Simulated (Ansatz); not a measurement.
Frontier orbitals of `[F][GeH]1[NH][SiH2]1`.

Charge 0, multiplicity 1. Correlated methods include outer-core shells of Ge, which these sets cover unevenly. Scalar relativity is left out up to krypton. Geometry: relaxed with PBE0-D4/def2-TZVP. Basis def2-TZVPP, Ansatz 0.2.0.

```
             functional  HOMO (eV)  LUMO (eV)  gap (eV)
                    PBE      -6.35      -1.99      4.36
                 r2SCAN      -6.61      -1.74      4.87
                   PBE0      -7.46      -1.14      6.32
                r2SCAN0      -7.62      -1.00      6.62
HSE06 (plane-wave form)      -7.07      -1.51      5.56
                  BHLYP      -8.45      -0.25      8.20
              CAM-B3LYP      -8.71      -0.15      8.56
                ωB97X-V      -9.66       0.91     10.57
                ωB97M-V      -9.49       0.64     10.13
```

A quarter of exact exchange (PBE0) shifts PBE's HOMO by −1.11 eV and its LUMO by +0.85 eV; full exchange at long range (ωB97M-V) shifts them by −3.13 and +2.62 eV. The gap opens from 4.36 to 10.12 eV, since occupied levels lose self-interaction and empty ones feel all the electrons. A positive LUMO is unbound and depends on the basis.
